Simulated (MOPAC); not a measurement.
Job for MOPAC: PM7 on BFH2Se2 (SMILES FB([SeH])[SeH]), a point of a torsion scan.

```
PM7 1SCF PRECISE CHARGE=0 THREADS=1
BFH2Se2

F      0.40436006 1     2.04185881 1     0.22156998 1
B      0.17247034 1     0.75516064 1     0.08991638 1
Se    -1.65994196 1     0.24157803 1    -0.41505448 1
Se     1.72426720 1    -0.37187159 1     0.06367812 1
H     -1.82302651 1    -0.81803749 1     0.54978126 1
H      1.05539016 1    -1.61506535 1    -0.24072863 1
```

It printed:

```
*******************************************************************************
 **                                                                           **
 **                              MOPAC v23.2.5                                **
 **                                                                           **
 *******************************************************************************
 ** MOPAC's Digital Object Identifier: https://doi.org/10.5281/zenodo.6511958 **
 **                                                                           **
 ** Please cite the open-source release paper for use of this MOPAC version:  **
 ** J. E. Moussa and J. J. P. Stewart (2026)                                  **
 ** MOPAC: An open-source semiempirical molecular orbital program             **
 ** J. Open Source Softw., 11(119), 8025, https://doi.org/10.21105/joss.08025 **
 *******************************************************************************

                              PM7 CALCULATION RESULTS

 *******************************************************************************
 *  PM7        - The PM7 Hamiltonian to be used
 *
 *
 *
 *                 CHARGE ON SYSTEM = 0
 *
 *
 *
 *  PRECISE    - TIGHTER CRITERIA TO BE USED
 *  1SCF       - DO 1 SCF AND THEN STOP
 *  THREADS=1  - MULTI-THREADING NOT USED
 *  T=         - A TIME OF 172800.0 SECONDS REQUESTED
 *  DUMP=N     - RESTART FILE WRITTEN EVERY 7200.0 SECONDS REQUESTED
 *******************************************************************************
PM7 1SCF PRECISE CHARGE=0 THREADS=1
 BFH2Se2

   ATOM   CHEMICAL          X               Y               Z
  NUMBER   SYMBOL      (ANGSTROMS)     (ANGSTROMS)     (ANGSTROMS)

     1       F          0.40436006  *   2.04185881  *   0.22156998  *
     2       B          0.17247034  *   0.75516064  *   0.08991638  *
     3      Se         -1.65994196  *   0.24157803  *  -0.41505448  *
     4      Se          1.72426720  *  -0.37187159  *   0.06367812  *
     5       H         -1.82302651  *  -0.81803749  *   0.54978126  *
     6       H          1.05539016  *  -1.61506535  *  -0.24072863  *



          CARTESIAN COORDINATES

    NO.       ATOM           X           Y           Z

     1         F          0.4044      2.0419      0.2216
     2         B          0.1725      0.7552      0.0899
     3        Se         -1.6599      0.2416     -0.4151
     4        Se          1.7243     -0.3719      0.0637
     5         H         -1.8230     -0.8180      0.5498
     6         H          1.0554     -1.6151     -0.2407

 General Reference for PM7:
 "Optimization of Parameters for Semiempirical Methods VI: More Modifications to the
 NDDO Approximations and Re-optimization of Parameters", J. J. P. Stewart, J. Mol. Mod., 1:32, 19 (2013)
 https://link.springer.com/article/10.1007/s00894-012-1667-x

           Empirical Formula: H2 F B Se2  =     6 atoms



      MOLECULAR POINT GROUP   :   C1


      RHF CALCULATION, NO. OF DOUBLY OCCUPIED LEVELS = 12


 -------------------------------------------------------------------------------
 PM7 1SCF PRECISE CHARGE=0 THREADS=1
 BFH2Se2



     1SCF WAS SPECIFIED, SO BFGS WAS NOT USED
     SCF FIELD WAS ACHIEVED


                              PM7 CALCULATION
                                                       MOPAC v23.2.5 Linux




          FINAL HEAT OF FORMATION =        -71.10829 KCAL/MOL =    -297.51709 KJ/MOL


          COSMO AREA              =        122.16 SQUARE ANGSTROMS
          COSMO VOLUME            =        111.57 CUBIC ANGSTROMS

          IONIZATION POTENTIAL    =          8.350160 EV
          HOMO LUMO ENERGIES (EV) =         -8.350 -1.694
          NO. OF FILLED LEVELS    =         12
          MOLECULAR WEIGHT        =        189.7442         POINT GROUP:  C1

          MOLECULAR DIMENSIONS (Angstroms)

            Atom       Atom       Distance
            H     6    F     1     3.74308
            H     5   Se     4     3.60007
           Se     4   Se     3     1.02966


          SCF CALCULATIONS        =          1





   ATOM   CHEMICAL          X               Y               Z
  NUMBER   SYMBOL      (ANGSTROMS)     (ANGSTROMS)     (ANGSTROMS)

     1       F          0.40436006  *   2.04185881  *   0.22156998  *
     2       B          0.17247034  *   0.75516064  *   0.08991638  *
     3      Se         -1.65994196  *   0.24157803  *  -0.41505448  *
     4      Se          1.72426720  *  -0.37187159  *   0.06367812  *
     5       H         -1.82302651  *  -0.81803749  *   0.54978126  *
     6       H          1.05539016  *  -1.61506535  *  -0.24072863  *

                             CARTESIAN COORDINATES

   1    F        0.404360060     2.041858810     0.221569980
   2    B        0.172470340     0.755160640     0.089916380
   3   Se       -1.659941960     0.241578030    -0.415054480
   4   Se        1.724267200    -0.371871590     0.063678120
   5    H       -1.823026510    -0.818037490     0.549781260
   6    H        1.055390160    -1.615065350    -0.240728630


           Empirical Formula: H2 F B Se2  =     6 atoms



      MOLECULAR POINT GROUP   :   C1


                  EIGENVALUES
 -40.65604 -24.40235 -23.80725 -17.02420 -16.59987 -16.03217 -12.38258 -12.34711
 -11.95803  -9.61347  -9.04675  -8.35016  -1.69352  -1.12833  -0.20407   0.93766
   1.14547   3.44719


              NET ATOMIC CHARGES AND DIPOLE CONTRIBUTIONS

  ATOM NO.   TYPE          CHARGE      No. of ELECS.   s-Pop       p-Pop
    1          F          -0.282825        7.2828     1.94310     5.33973
    2          B           0.169053        2.8309     0.71562     2.11532
    3         Se          -0.018288        6.0183     1.93944     4.07885
    4         Se           0.059125        5.9409     1.93597     4.00490
    5          H           0.038644        0.9614     0.96136
    6          H           0.034291        0.9657     0.96571
 DIPOLE           X         Y         Z       TOTAL
 POINT-CHG.     0.062    -2.705    -0.111     2.708
 HYBRID        -0.334    -0.293     0.677     0.810
 SUM           -0.273    -2.998     0.566     3.063


          ATOMIC ORBITAL ELECTRON POPULATIONS

     Atom    s        px        py        pz
    1  F   1.94310   1.95230   1.50969   1.87774
    2  B   0.71562   0.98058   0.72310   0.41164
    3 Se   1.93944   1.22499   1.43047   1.42338
    4 Se   1.93597   1.15402   1.08421   1.76667
    5  H   0.96136
    6  H   0.96571

 **********************
 *                    *
 * JOB ENDED NORMALLY *
 *                    *
 **********************




 == MOPAC DONE ==
```

The run finished.

Cost: around 0.03 core-seconds (rough).
